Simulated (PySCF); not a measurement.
PySCF input file for AlFH4OSi, SMILES [F][AlH][O][SiH3], IEF-PCM-PBE0/def2-SVP. Geometry: B3LYP-D3(BJ)/def2-SVP. Other conformers were not sampled.

```python
import numpy as np
from pyscf import gto, scf, dft
from pyscf.solvent import pcm

mol = gto.M(
    atom='''
    Al   -0.36218371    1.15989653    0.62636462
    F     1.06588213    1.71215377    1.27513973
    H    -1.66602202    1.98989069    0.84627639
    O    -0.34777203   -0.28190333   -0.24862312
    Si   -0.04155996   -1.70056598   -1.04327333
    H    -1.08259144   -2.70832338   -0.69081960
    H     1.29716430   -2.23786908   -0.66336577
    H    -0.06908595   -1.46858688   -2.51627721
    ''',
    basis='def2-SVP',
    charge=0,
    spin=0,
    max_memory=1600,
    verbose=3,
)
mf = dft.RKS(mol, xc='pbe0').density_fit(auxbasis='def2-universal-jkfit')
mf.grids.level = 3
mf.conv_tol = 1e-9
mf.max_cycle = 100
mf.kernel()
res = {}
for name, eps in {'water': 78.355, 'ethanol': 24.852, 'tetrahydrofuran': 7.4257}.items():
    s = mf.PCM()
    s.with_solvent.method, s.with_solvent.eps, s.with_solvent.lebedev_order = 'IEF-PCM', eps, 29
    s.kernel(mf.make_rdm1())
    res[name] = (s.e_tot, eps, s.dip_moment(), s.mo_energy, s.converged)
    print(f'{name}: electrostatic solvation free energy {(s.e_tot - mf.e_tot) * 627.509474:.3f} kcal/mol')
```

Log of the run:

```
converged SCF energy = -708.823675764944

WARN: PCM is an experimental feature. It is still in testing.
Features and APIs may be changed in the future.

converged SCF energy = -708.832045851412
Dipole moment(X, Y, Z, Debye): -1.11873, -0.37454, -0.46719
water: electrostatic solvation free energy -5.252 kcal/mol

WARN: PCM is an experimental feature. It is still in testing.
Features and APIs may be changed in the future.

converged SCF energy = -708.831680366681
Dipole moment(X, Y, Z, Debye): -1.11522, -0.37559, -0.46697
ethanol: electrostatic solvation free energy -5.023 kcal/mol

WARN: PCM is an experimental feature. It is still in testing.
Features and APIs may be changed in the future.

converged SCF energy = -708.830512464194
Dipole moment(X, Y, Z, Debye): -1.10304, -0.37890, -0.46615
tetrahydrofuran: electrostatic solvation free energy -4.290 kcal/mol
```

The run converged.

Cost: roughly 40 core-seconds.
